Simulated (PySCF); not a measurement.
## A rate constant, worked out

An elementary step of SiH2OF2, singlet (SiH₂OF₂ ([OH][SiH]([F])[F]) → SiOF₂ ([O][Si]([F])[F]) + H₂; Si–H, O–H broken or loosened, H–H formed or tightened). The start structure is the reactant molecule, and the electronic barrier above it is 3.040 eV by CCSD(T) at an estimated basis limit (MP2 extrapolated from triple and quadruple zeta, plus CCSD(T) − MP2 in triple zeta). PySCF 2.14 with density fitting (its default auxiliary sets; JK sets also for MP2 and CCSD(T)); basis: def2-TZVPP and def2-QZVPP; cores frozen in the correlated methods. Extrapolation: Hartree–Fock as exp(−7.88 √X), correlation as X^−2.97. Harmonic wavenumbers (analytic Hessian with the translational sum rule) at PBE0-D4/def2-TZVP (PySCF 2.14 with density fitting (its default auxiliary sets; JK sets also for MP2 and CCSD(T))), in cm⁻¹:

Start: 173, 311, 330, 396, 757, 831, 840, 889, 963, 1007, 2353, 3929.

Saddle: 1087i, 313, 332, 413, 452, 836, 943, 993, 1082, 1274, 1951, 2239.

Q: Work out the transition-state-theory rate constant at 600 K from these numbers alone (harmonic vibrations; rotation, path degeneracy and anharmonicity left out), and the Wigner tunnelling factor. Use 1 cm⁻¹ = 1.2398 × 10⁻⁴ eV and k_B = 8.617 × 10⁻⁵ eV/K.

A: Zero-point energies, half the sums: start 12779/2 cm⁻¹ = 0.7922 eV; saddle, real modes only, 10828/2 cm⁻¹ = 0.6713 eV.
Barrier with zero-point energy: 3.040 + 0.6713 − 0.7922 = 2.9191 eV.
k_BT = 0.05170 eV, so the barrier is 56.46 k_BT.
Vibrational partition functions from the zero-point level, ln q = −Σ ln(1 − exp(−hν/k_BT)): start 3.612, saddle 2.608.
k = (k_BT/h) exp(ln q‡ − ln q) exp(−E0/k_BT), with log₁₀(k_BT/h in s⁻¹) = 13.10: log₁₀ k = 13.10 + (-1.004 − 56.46)/2.3026 = -11.86, so k ≈ 1 × 10^(-12) s⁻¹.
Wigner factor: 1 + (hν‡/k_BT)²/24 = 1 + (2.61)²/24 = 1.28. A change of 1 kcal/mol (0.043 eV) in the barrier would change k by a factor of 2.3 at this temperature.

T1 diagnostic: at most 0.016.

Labels in which every atom is bracketed show which atoms are joined, not bond orders.

For scale, one of the runs: CCSD(T)/def2-TZVPP, 163 basis functions, launched by `OMP_NUM_THREADS=4 python run.py`. The run took 4.7 min on 4 CPU threads of an AMD EPYC (shared host), with 1.6 GiB of host memory at its peak.
